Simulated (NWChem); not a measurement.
System: CH3Cl2NbO; SMILES [CH3][Nb](=[O])([Cl])[Cl]

Here is an NWChem input.

```
start job
memory heap 200 mb stack 900 mb global 1100 mb
geometry units angstroms noautoz
  Nb     0.232139     0.022513     0.000000
  O      1.346335     1.277094     0.000000
  Cl    -0.966825     0.034792     1.959288
  Cl    -0.966825     0.034792    -1.959288
  C      1.481064    -1.694995     0.000000
  H      2.129921    -1.681602     0.892550
  H      0.871401    -2.614388     0.000000
  H      2.129921    -1.681602    -0.892550
end
basis spherical
  * library def2-svp
end
ecp
  Nb library def2-ecp
end
dft
  xc m06-l
  grid coarse
  iterations 150
  mulliken
end
task dft gradient
```

Excerpt of the output:

```
             Northwest Computational Chemistry Package (NWChem) 7.3.0
             --------------------------------------------------------

 CS  symmetry detected

                             Geometry "geometry" -> ""
                             -------------------------

 Output coordinates in angstroms (scale by  1.889725989 to convert to a.u.)

  No.       Tag          Charge          X              Y              Z
 ---- ---------------- ---------- -------------- -------------- --------------
    1 Nb                  41.0000     0.19828840     0.10809212     0.00000000
    2 O                    8.0000     1.02448888     1.56850267     0.00000000
    3 Cl                  17.0000    -0.97657007    -0.13143453    -1.95928800
    4 Cl                  17.0000    -0.97657007    -0.13143453     1.95928800
    5 C                    6.0000     1.77973852    -1.30918093     0.00000000
    6 H                    1.0000     2.41134622    -1.15996132    -0.89255000
    7 H                    1.0000     1.37652366    -2.33601599     0.00000000
    8 H                    1.0000     2.41134622    -1.15996132     0.89255000

 Effective nuclear repulsion energy (a.u.)     658.4264665993

      Symmetry information
      --------------------

 Group name             Cs
 Group number              2
 Group order               2
 No. of unique centers     6

                                 NWChem DFT Module
                                 -----------------

 Summary of "ao basis" -> "ao basis" (spherical)
 ------------------------------------------------------------------------------
       Tag                 Description            Shells   Functions and Types
 ---------------- ------------------------------  ------  ---------------------
 Nb                         def2-svp                11       31   5s3p2d1f
 O                          def2-svp                 6       14   3s2p1d
 Cl                         def2-svp                 8       18   4s3p1d
 C                          def2-svp                 6       14   3s2p1d
 H                          def2-svp                 3        5   2s1p

      Symmetry analysis of basis
      --------------------------

        a'         68
        a"         42

            General Information
            -------------------
          SCF calculation type: DFT
          Wavefunction type:  closed shell.
          No. of atoms     :     8
          No. of electrons :    64
           Alpha electrons :    32
            Beta electrons :    32
          Charge           :     0
          Spin multiplicity:     1
          Use of symmetry is: on ; symmetry adaption is: on
          Maximum number of iterations: 150
          AO basis - number of functions:   110
                     number of shells:    48
          Convergence on energy requested:  1.00D-06
          Convergence on density requested:  1.00D-05
          Convergence on gradient requested:  5.00D-04

              XC Information
              --------------
                        M06-L Method XC Functional
                         M06-L Exchange Functional  1.000
                       M06-L Correlation Potential  1.000

             Grid Information
             ----------------
          Grid used for XC integration:  coarse
          Radial quadrature: Mura-Knowles
          Angular quadrature: Lebedev.
          Tag              B.-S. Rad. Rad. Pts. Rad. Cut. Ang. Pts.
          ---              ---------- --------- --------- ---------
          Nb                  1.45      104           9.0       302
          O                   0.60       35          10.0       302
          Cl                  1.00       70          11.0       302
          C                   0.70       35           9.0       302
          H                   0.35       35          10.0       302
          Grid pruning is: on
          Number of quadrature shells:   314
          Spatial weights used:  Erf1

      Superposition of Atomic Density Guess
      -------------------------------------

 Sum of atomic energies:       -1097.21257679

      Non-variational initial energy
      ------------------------------

 Total energy =   -1089.549739
 1-e energy   =   -2136.975479
 2-e energy   =     737.248811
 HOMO         =      -0.349259
 LUMO         =      -0.022763

      Symmetry analysis of molecular orbitals - initial
      -------------------------------------------------

  Numbering of irreducible representations:

     1 a'          2 a"

  Orbital symmetries:

     1 a'          2 a"          3 a'          4 a'          5 a'
     6 a"          7 a'          8 a"          9 a'         10 a"
    11 a'         12 a"         13 a'         14 a'         15 a"
    16 a'         17 a'         18 a'         19 a'         20 a"
    21 a'         22 a"         23 a"         24 a'         25 a'
    26 a'         27 a"         28 a'         29 a"         30 a'
    31 a"         32 a'         33 a"         34 a'         35 a'
    36 a'         37 a"         38 a'         39 a'         40 a"
    41 a'         42 a'

     ---------------------------------------------
      Total Density - Mulliken Population Analysis
     ---------------------------------------------

    Atom       Charge   Shell Charges
 -----------   ------   -------------------------------------------------------
    1 Nb  13    10.54  -0.33  1.62  0.74  0.34  0.05  5.91  0.30  0.12  1.39  0.32  0.08
    2 O    8     9.12   1.99  1.17  0.73  3.24  1.97  0.01
    3 Cl  17    17.50   2.00  1.99  1.23  0.72  5.94  2.20  3.41  0.01
    4 Cl  17    17.50   2.00  1.99  1.23  0.72  5.94  2.20  3.41  0.01
    5 C    6     6.82   1.99  0.98  0.30  2.20  1.35  0.01
    6 H    1     0.84   0.64  0.17  0.03
    7 H    1     0.84   0.64  0.17  0.03
    8 H    1     0.84   0.64  0.17  0.03

   convergence    iter        energy       DeltaE   RMS-Dens  Diis-err
 ---------------- ----- ----------------- --------- --------- ---------
 d= 0,ls=0.0,diis     1  -1091.9613192126 -1.40D+03  4.70D-02  2.83D+00
 d= 0,ls=0.5,diis     2  -1083.2140952432  8.75D+00  1.79D-02  5.45D+01
 d= 0,ls=0.5,diis     3  -1088.1778656391 -4.96D+00  6.78D-03  3.59D+01
 d= 0,ls=0.5,diis     4  -1089.9258215872 -1.75D+00  6.80D-03  2.30D+01
 d= 0,ls=0.5,diis     5  -1091.2467192375 -1.32D+00  6.40D-03  1.06D+01
 d= 0,ls=0.5,diis     6  -1092.0648758078 -8.18D-01  4.32D-03  2.37D+00
 d= 0,ls=0.5,diis     7  -1092.3004918870 -2.36D-01  2.35D-03  3.36D-01
  Resetting Diis
 d= 0,ls=0.5,diis     8  -1092.3481403396 -4.76D-02  1.33D-03  3.52D-02
 d= 0,ls=0.5,diis     9  -1092.3544601332 -6.32D-03  1.06D-03  7.76D-03
 d= 0,ls=0.5,diis    10  -1092.3576692181 -3.21D-03  7.21D-04  5.89D-03
 d= 0,ls=0.5,diis    11  -1092.3592600373 -1.59D-03  4.71D-04  1.45D-03
 d= 0,ls=0.5,diis    12  -1092.3598764990 -6.16D-04  2.81D-04  8.79D-04
 d= 0,ls=0.5,diis    13  -1092.3601917012 -3.15D-04  1.88D-04  3.90D-04
 d= 0,ls=0.5,diis    14  -1092.3603451015 -1.53D-04  1.35D-04  2.88D-04
 d= 0,ls=0.5,diis    15  -1092.3604325252 -8.74D-05  9.74D-05  1.56D-04
 d= 0,ls=0.5,diis    16  -1092.3604790034 -4.65D-05  7.03D-05  8.18D-05
 d= 0,ls=0.5,diis    17  -1092.3605037581 -2.48D-05  5.11D-05  4.36D-05
 d= 0,ls=0.5,diis    18  -1092.3605168668 -1.31D-05  3.70D-05  2.46D-05
 d= 0,ls=0.5,diis    19  -1092.3605238589 -6.99D-06  2.70D-05  1.39D-05
 d= 0,ls=0.5,diis    20  -1092.3605276490 -3.79D-06  1.97D-05  7.54D-06
 d= 0,ls=0.5,diis    21  -1092.3605296685 -2.02D-06  1.44D-05  4.21D-06
 d= 0,ls=0.5,diis    22  -1092.3605307658 -1.10D-06  1.06D-05  2.32D-06
 d= 0,ls=0.5,diis    23  -1092.3605313597 -5.94D-07  7.77D-06  1.28D-06

         Total DFT energy =    -1092.360531660585
      One electron energy =    -2141.214512456993
           Coulomb energy =      817.190255449144
    Exchange-Corr. energy =      -78.513204125440
 Nuclear repulsion energy =      310.176929472705

 Numeric. integr. density =       64.000032799966

                  Occupations of the irreducible representations
                  ----------------------------------------------

                     irrep           alpha         beta
                     --------     --------     --------
                     a'               20.0         20.0
                     a"               12.0         12.0

                       DFT Final Molecular Orbital Analysis
                       ------------------------------------

 Vector   30  Occ=2.000000D+00  E=-3.142576D-01  Symmetry=a'
              MO Center= -5.7D-01,  9.2D-02,  7.1D-14, r^2= 5.1D+00
   Bfn.  Coefficient  Atom+Function         Bfn.  Coefficient  Atom+Function
  ----- ------------  ---------------      ----- ------------  ---------------
    57      0.391745  3 Cl py                75      0.391745  4 Cl py
    54      0.291057  3 Cl py                72      0.291057  4 Cl py
    36     -0.254117  2 O  py                51      0.169142  3 Cl py
    69      0.169142  4 Cl py                39     -0.164451  2 O  py
     7     -0.149645  1 Nb py                15      0.146087  1 Nb d -2

[...]

                         DFT ENERGY GRADIENTS

    atom               coordinates                        gradient
                 x          y          z           x          y          z
   1 Nb      0.374711   0.204264   0.000000    0.002789   0.010523   0.000000
   2 O       1.936003   2.964040   0.000000   -0.007287  -0.013392   0.000000
   3 Cl     -1.845450  -0.248375  -3.702517    0.002676   0.000798   0.004240
   4 Cl     -1.845450  -0.248375   3.702517    0.002676   0.000798  -0.004240
   5 C       3.363218  -2.473993   0.000000   -0.000839   0.001476   0.000000
   6 H       4.556784  -2.192009  -1.686675    0.000371   0.000312  -0.001030
   7 H       2.601253  -4.414430   0.000000   -0.000757  -0.000826   0.000000
   8 H       4.556784  -2.192009   1.686675    0.000371   0.000312   0.001030
```

Level: M06-L/def2-SVP with def2 effective core potentials on Nb. Structure relaxed at the PBE0/def2-SVP level. Not confirmed as a minimum by frequencies. def2 effective core potentials on Nb; no spin-orbit coupling.
